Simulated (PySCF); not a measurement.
1,6-hexanediol, C6H14O2.
Geometry (PBE0-D3(BJ)/def2-SVP, Å), atoms numbered from 1 in this order:
```xyz
22
C6H14O2 angstrom
O      4.185    0.041    0.486
C      3.001    0.744    0.225
C      1.749   -0.091    0.430
C      0.461    0.679    0.182
C     -0.796   -0.157    0.374
C     -2.081    0.608    0.099
C     -3.336   -0.228    0.289
O     -4.518    0.497    0.087
H      4.225   -0.705   -0.122
H      2.994    1.175   -0.798
H      2.992    1.601    0.919
H      1.763   -0.497    1.456
H      1.788   -0.967   -0.245
H      0.422    1.555    0.854
H      0.471    1.091   -0.843
H     -0.817   -0.553    1.405
H     -0.746   -1.043   -0.285
H     -2.062    0.996   -0.937
H     -2.150    1.493    0.755
H     -3.286   -1.124   -0.365
H     -3.376   -0.605    1.324
H     -4.514    0.823   -0.818
```

Theory: PySCF, TDDFT wB97X-D/def2-SVPD, vertical, gas phase, core orbitals frozen in the response.

Transition dipole moments from the ground state, in atomic units and in the frame of the coordinates above (overall signs are arbitrary), for the states with f of 0.002 or more among the lowest 9:

```tsv
state	E (hartree)	μx	μy	μz
S2	0.2680	-0.229	-0.170	0.041
S3	0.3096	0.005	-0.060	-0.192
S4	0.3121	0.091	-0.459	0.133
S6	0.3234	-0.174	-0.120	0.032
S7	0.3244	-0.008	0.073	0.264
S8	0.3266	0.019	0.267	-0.079
S9	0.3302	-0.009	0.109	0.398
```

(1) What oscillator strength does each state have?

(2) What is the point group, and which symmetry does each of these states have?

(3) What angle do the transition dipoles of S4 and S8 make?

(4) What peak molar absorption coefficient would the strongest computed level give as a lone Gaussian band 0.5 eV wide at half height?

Answers

(1) f = (2/3) ΔE |μ|² with ΔE in hartree (27.2114 eV).

```tsv
state	|μ|² (au)	|μ| (D)	f
S2	0.083	0.73	0.015
S3	0.041	0.51	0.008
S4	0.236	1.24	0.049
S6	0.046	0.54	0.010
S7	0.075	0.70	0.016
S8	0.078	0.71	0.017
S9	0.170	1.05	0.037
```

(2) C2. Polarised along the twofold axis, so A: S3, S7 and S9. Polarised across the twofold axis, so B: S2, S4, S6 and S8.

(3) |cos θ| = |μa·μb| / (|μa| |μb|) = 0.97, so θ ≈ 15° (taken between 0 and 90°, since the signs are arbitrary).

(4) ε(max) = 2.175×10⁸ f / FWHM, with the width in cm⁻¹. S4: 2.175×10⁸ × 0.0491 / 4033 ≈ 2600 L mol⁻¹ cm⁻¹.

The vertical ionisation energy (ΔSCF) is 10.06 eV, 1.08 eV above S9.

One conformer stands for the species.

Without π bonds the low states may be Rydberg-like; a valence basis with one diffuse set may place them up to an eV too high.
